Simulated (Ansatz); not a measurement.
`BC([SiH3])=S` and `CC([SiH3])=S` differ in one atom or group.

Ansatz, PBE0-D4/def2-TZVP geometries, multiplicity 1. 

```
                                          property  `BC([SiH3])=S`
             HOMO–LUMO gap (B3LYP/def2-TZVPP) / eV            3.89
           HOMO–LUMO gap (ωB97M-V/def2-TZVPP) / eV            8.55
               LUMO energy (B3LYP/def2-TZVPP) / eV           -3.31
  size of the dipole moment (B3LYP/def2-TZVPP) / D            2.04
size of the dipole moment (ωB97M-V/def2-TZVPP) / D            2.06
               HOMO–LUMO gap (PBE/def2-TZVPP) / eV            2.27
```

Problem. Give the same properties after the change, and the shifts. (An estimate is asked.)

Solution. Computed: 
| property | `CC([SiH3])=S` | shift |
| --- | --- | --- |
| HOMO–LUMO gap (B3LYP/def2-TZVPP) / eV | 3.49 | -0.40 |
| HOMO–LUMO gap (ωB97M-V/def2-TZVPP) / eV | 8.22 | -0.33 |
| LUMO energy (B3LYP/def2-TZVPP) / eV | -2.67 | 0.64 |
| size of the dipole moment (B3LYP/def2-TZVPP) / D | 2.08 | 0.04 |
| size of the dipole moment (ωB97M-V/def2-TZVPP) / D | 2.06 | 0.00 |
| HOMO–LUMO gap (PBE/def2-TZVPP) / eV | 1.81 | -0.46 |

With PBE0 the HOMO rises by 1.04 eV and the LUMO rises by 0.67 eV, so the gap narrows by about 0.37 eV. PBE moves the HOMO by 1.11 eV and ωB97M-V by 0.99 eV. Dipoles are sizes alone; their direction can turn.

B3LYP here is the variant with VWN-RPA as its local correlation; programs differ in this.
